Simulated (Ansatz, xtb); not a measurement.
**Relaxing a trial structure of C4H9GeNO**

The starting geometry of this gas-phase singlet was built from a drawn formula by distance geometry and a force field; its bonds are those of `COC1=[CH][GeH2][N]1C`.

```xyz
16

C     0.4298    0.0789   -1.2447
C     1.3385    0.3660    1.0534
C     2.2006    0.7759    2.0896
C    -1.1031   -0.6224    1.6560
Ge    1.1746    0.0783    3.4307
N     0.2236   -0.1314    1.8809
O     1.4398    0.5301   -0.3202
H     0.7958    0.3093   -2.2607
H     0.2515   -1.0306   -1.0949
H    -0.5061    0.6760   -1.0747
H     3.1731    1.2053    2.0923
H     0.5929    1.1222    4.3967
H     1.7042   -1.3060    3.9586
H    -1.5828   -0.9219    2.6067
H    -1.0678   -1.4753    0.9487
H    -1.7209    0.1953    1.1733
```

Predict what becomes of its bonds when it is optimised with r2SCAN-D4/def2-SVP.

It keeps its bonds, and is `COC1=[CH][GeH2][N]1C`.

The energy falls by 1.14 eV over 18 steps:

| step | E − E(last) (eV) |
| --- | --- |
| 1 | 1.143 |
| 3 | 0.245 |
| 5 | 0.157 |
| 7 | 0.070 |
| 9 | 0.016 |
| 10 | 0.005 |
| 12 | 0.002 |
| 14 | 0.001 |
| 16 | 0.000 |
| 18 | 0.000 |

Final geometry (Å):

```xyz
16

C     0.5176   -0.1516   -1.0938
C     1.1630    0.4787    1.1099
C     2.1133    0.9604    1.9710
C    -1.1220   -0.3264    1.6162
Ge    1.3135   -0.0964    3.3458
N     0.3220   -0.4640    1.7341
O     1.0094    0.8236   -0.1784
H     1.1695   -0.1318   -1.9800
H     0.5306   -1.1567   -0.6460
H    -0.5092    0.1020   -1.4050
H     3.0100    1.5286    1.7333
H     0.3840    0.5413    4.3940
H     2.0135   -1.3349    3.9289
H    -1.6069   -1.0294    2.3104
H    -1.4730   -0.5877    0.6033
H    -1.4919    0.6939    1.8480
```

From the same start GFN2-xTB reaches the same bonding as this run.

No frequencies were run, so the end isn't proven a minimum. Run with Ansatz 0.2.0, 63 s on 4 threads of Arm Neoverse V1, with other jobs on the host.
